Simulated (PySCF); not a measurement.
C7H10S, SMILES CCCc1cccs1 (GFN2-xTB optimised geometry):

```
18

C     -2.289    -2.489     1.512
C     -1.337    -1.302     1.458
C     -0.775    -1.094     0.045
C      0.155     0.068     0.000
C      1.514     0.068     0.000
C      2.075     1.367     0.000
C      1.132     2.339     0.005
S     -0.462     1.690     0.008
H     -1.779    -3.403     1.214
H     -2.671    -2.624     2.522
H     -3.133    -2.334     0.844
H     -0.508    -1.461     2.151
H     -1.862    -0.395     1.767
H     -0.238    -1.992    -0.268
H     -1.605    -0.932    -0.647
H      2.103    -0.833    -0.005
H      3.133     1.560    -0.004
H      1.264     3.403     0.006
```

Computed with PBE/def2-SVP (PySCF).

What are the frontier orbital energies and the dipole moment?

HOMO-2 -7.86 eV, HOMO-1 -5.98 eV, HOMO -5.40 eV, LUMO -0.95 eV, LUMO+1 0.28 eV; dipole moment 0.62 D.

Meta-Löwdin charges at PBE/def2-SVP: C1 -0.30, C2 -0.16, C3 -0.18, C4 -0.10, C5 -0.16, C6 -0.14, C7 -0.24, S8 0.23, H9 0.10, H10 0.10, H11 0.10, H12 0.09, H13 0.09, H14 0.10, H15 0.10, H16 0.11, H17 0.12, H18 0.13.
